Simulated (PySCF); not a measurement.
**Partial charges of `C=CN(CCC)/N=C\C`**

Compound: C₇H₁₄N₂.
Geometry (GFN2-xTB, Å), atoms numbered from 1 in this order:
```xyz
23
C7H14N2 angstrom
C     -1.6518   -2.1033   -0.5826
C     -1.3172   -0.8164   -0.5222
N     -0.2557   -0.2803    0.1751
C      0.7797   -1.1704    0.6804
C      2.1382   -0.4846    0.8068
C      2.6783   -0.0376   -0.5455
N     -0.0657    1.0020    0.4842
C     -0.8576    1.9858    0.3814
C     -2.2823    2.1099   -0.0847
H     -1.1525   -2.8761   -0.0278
H     -2.4680   -2.4148   -1.2085
H     -1.8746   -0.0961   -1.0985
H      0.8646   -2.0058   -0.0201
H      0.4797   -1.5674    1.6595
H      2.8286   -1.1969    1.2633
H      2.0456    0.3783    1.4650
H      2.7577   -0.8827   -1.2263
H      3.6637    0.4070   -0.4321
H      2.0173    0.7039   -0.9856
H     -0.3985    2.9127    0.7066
H     -2.7026    3.0383    0.2957
H     -2.8907    1.2797    0.2729
H     -2.3409    2.1419   -1.1740
```

Density: PBE0/pcSseg-1 (PySCF); schemes: Mulliken, IAO, Hirshfeld and ESP-fitted. Geometry: GFN2-xTB, one conformer, isolated molecule.

Question: Which atoms carry the highest charge in the Mulliken, IAO, Hirshfeld and ESP-fitted schemes?

Answer: The schemes don't all agree: Mulliken H22 (+0.147); IAO H11, H21 and H22 (+0.156); Hirshfeld H21 (+0.051); ESP-fitted N3 (+0.552).

Question: Do the Mulliken, IAO, Hirshfeld and ESP-fitted schemes agree on where the charge is lowest?

Answer: The schemes don't all agree: Mulliken N3 (-0.504); IAO C9 (-0.462); Hirshfeld C1 (-0.151); ESP-fitted C1 (-0.578).

Question: For which atoms does the sign change between the 4 schemes (beyond +0.03 e in one, beyond −0.03 e in another)?

Answer: C2, N3, C4, C5 and C8. Atomic charges aren't observables, and each scheme defines them in its own way.

Question: Give the atomic charges in each scheme.

Answer: In e:

```
atom                      environment  Mulliken     IAO  Hirshfeld  ESP-fitted
  C1             terminal =CH2 carbon    -0.261  -0.410     -0.151      -0.578
  C2  vinylic carbon bearing nitrogen    +0.106  -0.059     -0.007      -0.298
  N3     nitrogen bonded to 2 C and N    -0.504  -0.042     +0.017      +0.552
  C4     sp3 carbon bound to nitrogen    +0.032  -0.149     -0.019      -0.316
  C5                 chain CH2 carbon    -0.266  -0.250     -0.074      +0.121
  C6                    methyl carbon    -0.270  -0.418     -0.125      -0.329
  N7                     C=N nitrogen    -0.220  -0.185     -0.076      -0.534
  C8                       C=N carbon    -0.026  -0.060     +0.003      +0.269
  C9                    methyl carbon    -0.299  -0.462     -0.122      -0.568
 H10                 vinylic hydrogen    +0.120  +0.146     +0.037      +0.204
 H11                 vinylic hydrogen    +0.116  +0.156     +0.041      +0.220
 H12                 vinylic hydrogen    +0.119  +0.151     +0.049      +0.231
 H13               methylene hydrogen    +0.118  +0.138     +0.040      +0.134
 H14               methylene hydrogen    +0.124  +0.130     +0.036      +0.092
 H15               methylene hydrogen    +0.116  +0.133     +0.039      +0.020
 H16               methylene hydrogen    +0.137  +0.152     +0.030      +0.005
 H17                  methyl hydrogen    +0.101  +0.131     +0.035      +0.077
 H18                  methyl hydrogen    +0.112  +0.140     +0.040      +0.091
 H19                  methyl hydrogen    +0.124  +0.145     +0.027      +0.070
 H20         hydrogen on a C=N carbon    +0.097  +0.149     +0.039      +0.055
 H21                  methyl hydrogen    +0.134  +0.156     +0.051      +0.159
 H22                  methyl hydrogen    +0.147  +0.156     +0.045      +0.173
 H23                  methyl hydrogen    +0.141  +0.152     +0.047      +0.149
```

Mean size of the charges over all atoms: ESP-fitted 0.228 e, IAO 0.177 e, Mulliken 0.160 e, Hirshfeld 0.050 e. Each set sums to the total charge, 0, to within 0.001 e. The Mulliken scheme counts on each atom the diagonal of the density matrix times the overlap matrix over that atom's basis functions.

Question: How many electrons does the IAO scheme count on C6?

Answer: Z − q = 6 − (-0.418) = 6.418.

Question: Sum the charges by element.

Answer: 
| element | atoms | Mulliken | IAO | Hirshfeld | ESP-fitted |
| --- | --- | --- | --- | --- | --- |
| C | 7 | -0.984 | -1.808 | -0.495 | -1.699 |
| N | 2 | -0.724 | -0.227 | -0.059 | +0.017 |
| H | 14 | +1.707 | +2.035 | +0.554 | +1.681 |

The run behind these numbers computed NMR shieldings as well. Time: 43 s wall; peak memory 0.92 GiB. Hardware: an Arm Neoverse V1 with one thread, no GPU, shared host with 32 logical CPUs at a one-minute load of 11.
